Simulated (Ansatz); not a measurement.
`[OH][GeH2][I]` + HCl → `[Cl][GeH2][I]` + H₂O at 298.15 K and 1 bar (ligand exchange at a Ge–O bond).

Computed with Ansatz on PBE0-D4/def2-TZVP structures; ΔE is electronic, products minus reactants. CBS: MP2 limit from def2 TZ/QZ plus the TZ coupled-cluster correction, frozen cores. This one scheme is used for every species. def2 core potentials past Kr. For Ge, I outer-core shells are correlated without core-valence functions, which leaves a few kJ/mol of doubt a bond. Scalar relativity is left out up to krypton. One conformer a species, not always the lowest.

| species | CCSD(T)/CBS energy (Eh) | H − E (kJ/mol) | S (J/(mol·K)) |
| --- | --- | --- | --- |
| `[OH][GeH2][I]` | -2450.58625 | 95.6 | 324.0 |
| HCl | -460.38127 | 26.6 | 186.8 |
| `[Cl][GeH2][I]` | -2834.60434 | 62.4 | 326.7 |
| H₂O | -76.37941 | 66.4 | 188.7 |

H − E and S are ideal-gas, rigid-rotor, harmonic terms from PBE0-D4/def2-TZVP, for one conformer and one mirror image of each species. 1 Eh = 2625.50 kJ/mol, R = 8.31446 J/(mol·K).

**Question.** By hand: ΔE, ΔH, ΔS and ΔG.

**Answer.** ΔE = (-2834.60434) + (-76.37941) − (-2450.58625) − (-460.38127) = -0.01623 Eh = -42.6 kJ/mol. Δ(H − E) = 62.4 + 66.4 − 95.6 − 26.6 = 6.6, so ΔH = -36.0 kJ/mol. ΔS = 326.7 + 188.7 − 324.0 − 186.8 = 4.6 J/(mol·K). ΔG = -36.0 − 298.15 × (4.6)/1000 = -37.4 kJ/mol.

**Question.** By hand: the equilibrium constant, and the temperature at which ΔG would vanish if ΔH and ΔS stayed fixed.

**Answer.** log₁₀ K = −ΔG/(RT ln 10) = 6.6. ΔH and −TΔS have one sign here, so there is no such temperature.

The number of gas molecules stays the same, so ΔS is small and ΔH decides. A doubt of 5 kJ/mol in ΔE shifts log₁₀ K by 0.9 here. Other conformers and mirror images would add mixing entropy, several J/(mol·K) or more a flexible species. These are equilibria of isolated gas molecules and say nothing of rates. Largest T1 diagnostic: 0.010 (customary marks: 0.02 for closed shells, 0.045 for open ones).

ΔS is within the doubt of such terms, so its sign, and with it that verdict, could turn.
